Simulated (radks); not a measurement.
Results of a calculation; reference values are marked as such.
Task: Species: Pm5+. Configuration: [Kr] 4d10 4f3 5s2 5p4 7s1 (not the ground configuration). Level of theory: Dirac Kohn-Sham, LDA (Slater exchange, Perdew-Wang correlation), spin-unpolarised, spherical densities, finite nucleus; open shells fill j = l - 1/2 first; Fermi nuclear charge, rms radius 4.962 fm (a radial shooting solver on a logarithmic mesh with Libxc functionals).

Spin-orbit splittings of the eigenvalues, e(l+1/2) - e(l-1/2), with zeta = 2 splitting/(2l+1) and mean radii in bohr:

shell  occ.  splitting (eV)  zeta (eV)  <r> j=l-1/2  <r> j=l+1/2
2p        6           559.5      373.0      0.08248      0.08900
3p        6               ?          ?       0.2500       0.2626
3d       10           24.38      9.752       0.2340       0.2380
4p        6           25.04      16.69       0.6048       0.6329
4d       10           4.516      1.806       0.6731       0.6828
4f        3          0.6114     0.1747       0.8389       0.8451
5p        4           4.584      3.056        1.443        1.504

Estimate the 3p splitting.

Result: 112.4 eV (zeta = 74.95 eV).
